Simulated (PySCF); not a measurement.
A geometry optimisation of C2H3In with PBE0-D3(BJ)/def2-SVP

The starting geometry of this gas-phase singlet was optimised with GFN2-xTB.

```csv
atom,x (Å),y (Å),z (Å)
C,-0.0379,0.0423,1.0659
C,-0.1509,1.0268,0.1961
In,-1.0040,-1.0648,-1.2658
H,-0.3139,-1.0244,0.7680
H,0.1161,2.0333,0.4856
H,-0.5048,1.0392,-0.9112
```

Q: Where would you expect an optimisation with PBE0-D3(BJ)/def2-SVP to take it?

A: It rearranges to `C=[CH][In]`. Distances that change by over a tenth: In3–H6 (2.19 → 3.10 Å). Contacts that open: In3–H4 (2.15 → 3.05 Å). Contacts that close: C1–In3 (2.76 → 2.25 Å).

The energy falls by 1.94 eV over 34 steps:

```tsv
step	E − E(last) (eV)
1	1.938
5	1.853
8	1.828
12	1.892
16	0.898
19	0.039
23	0.001
27	0.000
30	0.000
34	0.000
```

Final geometry (Å):

| atom | x (Å) | y (Å) | z (Å) |
| --- | --- | --- | --- |
| C | -0.3360 | -0.2475 | 0.3346 |
| C | -0.1776 | 1.0630 | 0.0880 |
| In | -1.1200 | -1.4640 | -1.3867 |
| H | -0.0680 | -0.5927 | 1.3451 |
| H | 0.1967 | 1.7860 | 0.8282 |
| H | -0.4165 | 1.5099 | -0.8910 |

No frequencies were run, so the end isn't proven a minimum. Atoms past krypton carry core potentials, without spin–orbit terms. Run with PySCF 2.14.0, 4.1 min on 2 threads of Intel(R) Xeon(R) Processor @ 2.50GHz (Skylake/Cascade Lake), on a shared host.
